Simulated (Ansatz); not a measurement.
Program: Ansatz. Geometries: PBE0-D4/def2-TZVP. ΔE: electronic, gas phase. CBS: MP2 limit from def2 TZ/QZ plus the TZ coupled-cluster correction, frozen cores. This one scheme is used for every species. DFT in def2-TZVPP. HSE06 is defined as in plane-wave codes. Elements past krypton have def2 core potentials. For Sn outer-core shells are correlated without core-valence functions, which leaves a few kJ/mol of doubt a bond. One conformer a species, not always the lowest.

Reaction (formal hydrolysis of the Sn–C bond): `C[CH2][Sn][F]` + H₂O → `[OH][Sn][F]` + ethane

`C[CH2][Sn][F]`:

```xyz
9

C     0.108   -0.841   -0.435
C    -0.432    0.056    0.671
Sn   -0.410    2.196    0.215
F     1.251    2.081   -0.809
H     1.097   -0.512   -0.762
H     0.189   -1.883   -0.112
H    -0.540   -0.829   -1.316
H     0.184   -0.038    1.578
H    -1.447   -0.230    0.970
```

H₂O:

```xyz
3

O     0.369    0.000    0.124
H    -0.065   -0.664   -0.416
H    -0.304    0.664    0.292
```

`[OH][Sn][F]`:

Z-matrix (Å, degrees):
```
O
Sn 1 1.969
H 1 0.961 2 116.2
F 2 1.934 1 93.3 3 180.0
```

`CC`:

Z-matrix (Å, degrees):
```
C
C 1 1.519
H 1 1.093 2 111.4
H 1 1.093 2 111.4 3 120.0
H 1 1.093 2 111.4 3 -120.0
H 2 1.093 1 111.4 3 180.0
H 2 1.093 1 111.4 3 -60.0
H 2 1.093 1 111.4 3 60.0
```

```json
{"level": "LDA (SPW92)", "ΔE (kcal/mol)": "-26.4", "difference from CCSD(T)/CBS": "-0.4"}
{"level": "PBE-D4", "ΔE (kcal/mol)": "-26.8", "difference from CCSD(T)/CBS": "-0.8"}
{"level": "revPBE-D4", "ΔE (kcal/mol)": "-26.3", "difference from CCSD(T)/CBS": "-0.3"}
{"level": "BLYP-D4", "ΔE (kcal/mol)": "-28.5", "difference from CCSD(T)/CBS": "-2.5"}
{"level": "r2SCAN-D4", "ΔE (kcal/mol)": "-28.5", "difference from CCSD(T)/CBS": "-2.5"}
{"level": "B97M-V", "ΔE (kcal/mol)": "-29.7", "difference from CCSD(T)/CBS": "-3.7"}
{"level": "PBE0-D4", "ΔE (kcal/mol)": "-25.5", "difference from CCSD(T)/CBS": "0.5"}
{"level": "r2SCANh-D4", "ΔE (kcal/mol)": "-27.8", "difference from CCSD(T)/CBS": "-1.8"}
{"level": "r2SCAN0-D4", "ΔE (kcal/mol)": "-26.8", "difference from CCSD(T)/CBS": "-0.8"}
{"level": "HSE06-D4", "ΔE (kcal/mol)": "-25.4", "difference from CCSD(T)/CBS": "0.6"}
{"level": "BHLYP-D4", "ΔE (kcal/mol)": "-26.7", "difference from CCSD(T)/CBS": "-0.7"}
{"level": "CAM-B3LYP-D4", "ΔE (kcal/mol)": "-28.3", "difference from CCSD(T)/CBS": "-2.3"}
{"level": "ωB97X-V", "ΔE (kcal/mol)": "-27.5", "difference from CCSD(T)/CBS": "-1.5"}
{"level": "ωB97M-V", "ΔE (kcal/mol)": "-26.6", "difference from CCSD(T)/CBS": "-0.6"}
{"level": "B2PLYP", "ΔE (kcal/mol)": "-28.7", "difference from CCSD(T)/CBS": "-2.7"}
{"level": "PBE-QIDH", "ΔE (kcal/mol)": "-25.9", "difference from CCSD(T)/CBS": "0.1"}
{"level": "PBE", "ΔE (kcal/mol)": "-28.0", "difference from CCSD(T)/CBS": "-2.0"}
{"level": "revPBE", "ΔE (kcal/mol)": "-28.4", "difference from CCSD(T)/CBS": "-2.4"}
{"level": "BLYP", "ΔE (kcal/mol)": "-30.9", "difference from CCSD(T)/CBS": "-4.9"}
{"level": "r2SCAN", "ΔE (kcal/mol)": "-28.8", "difference from CCSD(T)/CBS": "-2.8"}
{"level": "PBE0", "ΔE (kcal/mol)": "-26.5", "difference from CCSD(T)/CBS": "-0.5"}
{"level": "r2SCANh", "ΔE (kcal/mol)": "-28.1", "difference from CCSD(T)/CBS": "-2.1"}
{"level": "r2SCAN0", "ΔE (kcal/mol)": "-27.1", "difference from CCSD(T)/CBS": "-1.1"}
{"level": "HSE06", "ΔE (kcal/mol)": "-26.4", "difference from CCSD(T)/CBS": "-0.4"}
{"level": "BHLYP", "ΔE (kcal/mol)": "-28.5", "difference from CCSD(T)/CBS": "-2.5"}
{"level": "LC-ωPBE", "ΔE (kcal/mol)": "-27.4", "difference from CCSD(T)/CBS": "-1.4"}
{"level": "RPA@PBE/def2-TZVPP", "ΔE (kcal/mol)": "-25.5", "difference from CCSD(T)/CBS": "0.5"}
{"level": "HF/def2-SVP", "ΔE (kcal/mol)": "-25.5", "difference from CCSD(T)/CBS": "0.5"}
{"level": "MP2/def2-SVP", "ΔE (kcal/mol)": "-26.5", "difference from CCSD(T)/CBS": "-0.5"}
{"level": "CCSD/def2-SVP", "ΔE (kcal/mol)": "-25.3", "difference from CCSD(T)/CBS": "0.7"}
{"level": "CCSD(T)/def2-SVP", "ΔE (kcal/mol)": "-25.6", "difference from CCSD(T)/CBS": "0.4"}
{"level": "MP2/def2-TZVPP", "ΔE (kcal/mol)": "-25.9", "difference from CCSD(T)/CBS": "0.1"}
{"level": "SCS-MP2/def2-TZVPP", "ΔE (kcal/mol)": "-26.8", "difference from CCSD(T)/CBS": "-0.8"}
{"level": "CCSD/def2-TZVPP", "ΔE (kcal/mol)": "-25.3", "difference from CCSD(T)/CBS": "0.7"}
{"level": "CCSD(T)/def2-TZVPP", "ΔE (kcal/mol)": "-25.4", "difference from CCSD(T)/CBS": "0.6"}
{"level": "HF/def2-QZVPP", "ΔE (kcal/mol)": "-28.7", "difference from CCSD(T)/CBS": "-2.7"}
{"level": "MP2/def2-QZVPP", "ΔE (kcal/mol)": "-26.4", "difference from CCSD(T)/CBS": "-0.4"}
{"level": "SCS-MP2/def2-QZVPP", "ΔE (kcal/mol)": "-27.2", "difference from CCSD(T)/CBS": "-1.2"}
{"level": "MP2/CBS(def2)", "ΔE (kcal/mol)": "-26.5", "difference from CCSD(T)/CBS": "-0.5"}
{"level": "CCSD/CBS(def2)", "ΔE (kcal/mol)": "-25.9", "difference from CCSD(T)/CBS": "0.1"}
{"level": "CCSD(T)/CBS", "ΔE (kcal/mol)": "-26.0", "difference from CCSD(T)/CBS": "0"}
```

Largest T1 diagnostic among the species: 0.018.

Leaving LDA and LC-ωPBE aside and taking each functional with its dispersion term where it has one, the values spread over 4.3 kcal/mol, from B97M-V to HSE06-D4. LDA lies +1.6 kcal/mol from PBE without D4. From PBE to PBE0 (25 % exact exchange), in def2-TZVPP and without D4, ΔE moves by +1.5 kcal/mol.
